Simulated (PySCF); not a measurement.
The vertical singlet excitations below were computed for one of the candidates. Computed with TDDFT PBE0/def2-SVPD, vertical, gas phase, core orbitals frozen in the response (PySCF). Geometries: GFN2-xTB, one conformer each.

| state | ν̃ (cm⁻¹) | f | main configurations (H = HOMO, L = LUMO) |
| --- | --- | --- | --- |
| S1 | 41370 | 0.018 | H→L (96%) |
| S2 | 46480 | 0.0027 | H→L+1 (48%), H→L+2 (18%), H→L+3 (13%) |
| S3 | 46840 | 0.0021 | H-2→L (25%), H→L+2 (24%), H→L+3 (22%) |
| S4 | 47600 | 0.0031 | H→L+1 (40%), H-2→L (34%), H→L+3 (10%) |
| S5 | 49550 | 0.026 | H-1→L (39%), H-2→L+1 (26%), H-2→L (19%) |
| S6 | 50750 | 0.0051 | H→L+2 (32%), H→L+3 (30%), H-1→L+1 (19%) |

Task: Which structure fits? All have the formula C4H8SSi.
A. `CC#C[SiH2]SC`
B. `S=C1CC[SiH2]C1`
C. `CCC#C[SiH2]S`
D. `C=C[SiH]1CSC1`

Result: A. Its S1 lies at 5.13 eV; the nearest of the others has S1 at 5.56 eV. S1 is HOMO→LUMO (96%). Löwdin shares by element: HOMO sulfur 72%, carbon 10% or more, silicon 7%; LUMO carbon 36% or more, silicon 24%, sulfur 17% (atoms not listed hold the other 23%). At the same level the other candidates give, for their lowest levels:
- `C=C[SiH]1CSC1`: 4.10 eV (f 0.000); 5.36 eV (f 0.000); 5.48 eV (f 0.001); 5.53 eV (f 0.018); 5.94 eV (f 0.004); T1 3.85 eV; HOMO -6.22, LUMO -0.99 eV
- `S=C1CC[SiH2]C1`: 2.52 eV (f 0.000); 5.40 eV (f 0.140); 5.43 eV (f 0.053); 5.73 eV (f 0.039); 5.84 eV (f 0.121); T1 2.05 eV; HOMO -6.23, LUMO -1.99 eV
- `CCC#C[SiH2]S`: 5.56 eV (f 0.043); 5.77 eV (f 0.000); 6.03 eV (f 0.002); 6.10 eV (f 0.008); 6.15 eV (f 0.017); T1 4.81 eV; HOMO -7.22, LUMO -0.43 eV

The values belong to the conformer `[CH3:1][C:2]#[C:3][SiH2:4][S:5][CH3:6]`: C3–Si4–S5–C6 -56°.
Triplets come from the Tamm–Dancoff approximation.
